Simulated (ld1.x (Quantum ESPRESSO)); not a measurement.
**What one change does to a pseudopotential (arsenic, ultrasoft)**

```json
{"Element": "arsenic", "Generator": "ld1.x (Quantum ESPRESSO) 7.5", "Type": "ultrasoft", "Functional": "PBE", "Relativity": "scalar-relativistic", "Frozen core": "[Ar] 3d10", "Valence charge": "5", "Reference configuration": "4s2 4p2.5 (charge +0.5)", "Partial waves": "4s (bound): rcut 1.55, rcutus 1.80 bohr; 4s channel at -0.7 Ry: rcut 1.55, rcutus 1.80 bohr; 4p (bound): rcut 1.60, rcutus 2.15 bohr; 4p channel at 1.4 Ry: rcut 1.60, rcutus 2.15 bohr", "Local potential": "all-electron potential smoothed inside 1.35 bohr (lloc = -2)", "Core correction": "a·sin(br)/r model core inside 0.90 bohr", "Augmentation charge": "PSQ, radius 1.45 bohr"}
```

All-electron outer shells of the reference configuration (PBE, scalar-relativistic, ld1.x):

```
shell  level (eV)  outermost node (bohr)  outermost maximum (bohr)
   4s      -18.74                   0.73                      1.61
   4p       -9.09                   0.78                      1.95
```

Change: waves 4s (bound): rcut 1.55, rcutus 1.70 bohr; 4s channel at -0.7 Ry: rcut 1.55, rcutus 1.70 bohr.

Cutoffs: the cutoffs (Ry, on a coarse ladder) from which the occupation-weighted sum of valence levels, in a spherical-Bessel basis at the reference potential, stays within 10 and 1 mRy of its value at 400 Ry; they do not see the model core or the augmentation charge, which bear on the density cutoff. Errors are all-electron minus pseudo energies relative to the spin-unpolarised reference configuration.

Question: How do hardness, ghosts and transferability respond?

Answer: The potential gets harder (10 Ry and 18 Ry → 12 Ry and 18 Ry); the errors of the 7 common tests hardly move; neither file shows a bound ghost. A smaller radius makes the pseudo-wave follow the all-electron one further in, where it bends more sharply, so more plane waves are needed.

| quantity | base | changed |
| --- | --- | --- |
| cutoff, loose | 10 Ry | 12 Ry |
| cutoff, tight | 18 Ry | 18 Ry |
| loose cutoff by channel (10 mRy a level) | s 6 Ry, p 8 Ry | s 8 Ry, p 8 Ry |
| bound ghosts | none | none |
| error for 4s2 4p3, meV [ΔE -3.56 eV] | +0.1 | +0.1 |
| error for 4s2 4p2, meV [ΔE 5.59 eV] | -2.0 | -2.0 |
| error for 4s2 4p1, meV [ΔE 23.51 eV] | -25 | -25 |
| error for 4s2 4p0, meV [ΔE 51.21 eV] | -108 | -108 |
| error for 4s1 4p0, meV [ΔE 101.86 eV] | -415 | -421 |
| error for 4s1 4p3, meV [ΔE 15.70 eV] | -17 | -18 |
| error for 4s1 4p4, meV [ΔE 5.86 eV] | -5.6 | -6.3 |
| s: phases at 2.36 bohr within 0.05 rad from the reference energy up to (Ry; the scan ends near 5) | 3.4 | 3.4 |
| p: phases at 2.36 bohr within 0.05 rad from the reference energy up to (Ry; the scan ends near 5) | 4.5 | 4.5 |
| lowest overlap eigenvalue by channel | s 0.39, p 0.62 | s 0.41, p 0.62 |
